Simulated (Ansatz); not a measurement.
Cost and result for the atomization energy of C₃H₁₁BO (`C[B-](C)(C)[OH2+]`) (16 atoms, 15 bonds).

| atom | x (Å) | y (Å) | z (Å) |
| --- | --- | --- | --- |
| C1 | -0.903 | -0.365 | -1.219 |
| B2 | 0.106 | -0.019 | -0.024 |
| C3 | 1.055 | 1.244 | -0.243 |
| C4 | 0.726 | -1.264 | 0.760 |
| O5 | -1.030 | 0.636 | 1.250 |
| H6 | -0.329 | -0.774 | -2.058 |
| H7 | -1.436 | 0.507 | -1.618 |
| H8 | -1.649 | -1.129 | -0.966 |
| H9 | 1.595 | 1.539 | 0.662 |
| H10 | 0.534 | 2.128 | -0.630 |
| H11 | 1.813 | 0.992 | -0.994 |
| H12 | -0.010 | -2.031 | 1.029 |
| H13 | 1.263 | -0.976 | 1.669 |
| H14 | 1.454 | -1.764 | 0.111 |
| H15 | -1.661 | -0.068 | 1.438 |
| H16 | -1.529 | 1.348 | 0.833 |

The species carries charge 0 and has multiplicity 1. The structure was optimised at the PBE0-D4/def2-TZVP level. It is one conformer, not always the lowest. Program: Ansatz. All runs use 4 threads of an Arm Neoverse V1 on a shared host. Times are those of one run each, without the atoms' runs, and a repeat can differ threefold. Electronic energies, without spin–orbit coupling; frozen cores. CCSD(T)/CBS adds CCSD(T) − MP2 in def2-TZVPP to the MP2 limit, and its time is that of the two runs behind it. T1 = 0.009. B3LYP takes the VWN-RPA correlation (the form of Gaussian; ORCA's B3LYP/G). HSE06 is the plane-wave form, built on full-range PBE exchange.

CCSD(T)/CBS is a level of theory with its own doubt, some kJ/mol a heavy atom from the limit and from the frozen cores, so smaller differences don't rank the functionals.

```
                             level  functions  wall time
              revPBE-D4/def2-TZVPP        309      2.8 s
   PBE-D4/def2-TZVPP (with forces)        309      3.5 s
               BHLYP-D4/def2-TZVPP        309      4.1 s
               HSE06-D4/def2-TZVPP        309      4.4 s
r2SCAN-D4/def2-TZVPP (with forces)        309      6.5 s
 B3LYP-D4/def2-TZVPP (with forces)        309        7 s
             r2SCANh-D4/def2-TZVPP        309        7 s
               PBE-QIDH/def2-TZVPP        309        8 s
                ωB97X-V/def2-TZVPP        309       11 s
                  CCSD(T)/def2-SVP        125       13 s
                    MP2/def2-QZVPP        615       46 s
                CCSD(T)/def2-TZVPP        309     19 min
                 CCSD(T)/CBS(def2)          –     20 min
```

Task: What atomization energy does each give, and how far from CCSD(T)/CBS? (Estimate.)

Result: Ansatz gave: 
```json
{"level": "revPBE-D4/def2-TZVPP", "atomization (kJ/mol)": "5977.5", "difference from CCSD(T)/CBS": "-41.1", "per bond": "-2.7"}
{"level": "PBE-D4/def2-TZVPP (with forces)", "atomization (kJ/mol)": "6100.8", "difference from CCSD(T)/CBS": "82.2", "per bond": "5.5"}
{"level": "BHLYP-D4/def2-TZVPP", "atomization (kJ/mol)": "5892.4", "difference from CCSD(T)/CBS": "-126.2", "per bond": "-8.4"}
{"level": "HSE06-D4/def2-TZVPP", "atomization (kJ/mol)": "6035.4", "difference from CCSD(T)/CBS": "16.8", "per bond": "1.1"}
{"level": "r2SCAN-D4/def2-TZVPP (with forces)", "atomization (kJ/mol)": "6038.5", "difference from CCSD(T)/CBS": "19.9", "per bond": "1.3"}
{"level": "B3LYP-D4/def2-TZVPP (with forces)", "atomization (kJ/mol)": "6025.2", "difference from CCSD(T)/CBS": "6.6", "per bond": "0.4"}
{"level": "r2SCANh-D4/def2-TZVPP", "atomization (kJ/mol)": "6014.9", "difference from CCSD(T)/CBS": "-3.7", "per bond": "-0.2"}
{"level": "PBE-QIDH/def2-TZVPP", "atomization (kJ/mol)": "5994.2", "difference from CCSD(T)/CBS": "-24.4", "per bond": "-1.6"}
{"level": "ωB97X-V/def2-TZVPP", "atomization (kJ/mol)": "6015.8", "difference from CCSD(T)/CBS": "-2.8", "per bond": "-0.2"}
{"level": "CCSD(T)/def2-SVP", "atomization (kJ/mol)": "5775.4", "difference from CCSD(T)/CBS": "-243.2", "per bond": "-16.2"}
{"level": "MP2/def2-QZVPP", "atomization (kJ/mol)": "6018.5", "difference from CCSD(T)/CBS": "-0.1", "per bond": "0.0"}
{"level": "CCSD(T)/def2-TZVPP", "atomization (kJ/mol)": "5896.6", "difference from CCSD(T)/CBS": "-122.0", "per bond": "-8.1"}
{"level": "CCSD(T)/CBS(def2)", "atomization (kJ/mol)": "6018.6", "difference from CCSD(T)/CBS": "0.0", "per bond": "0.0"}
```

At CCSD(T), def2-SVP lies −243.3 kJ/mol from the extrapolated value and def2-TZVPP −122.1 kJ/mol: correlation converges slowly with the basis, and small sets miss more of it in the bonded molecule than in its fragments. From PBE to PBE0 (25 % exact exchange), in def2-TZVPP and without D4, the atomization energy moves by −64.3 kJ/mol: exact exchange takes away binding that semilocal exchange gives to molecules. In def2-TZVPP, CCSD(T) changes the Hartree–Fock value by +1350.1 kJ/mol (the triples alone add +65.8 kJ/mol) and MP2 by +1400.8 kJ/mol; breaking electron pairs costs correlation energy, which Hartree–Fock lacks.
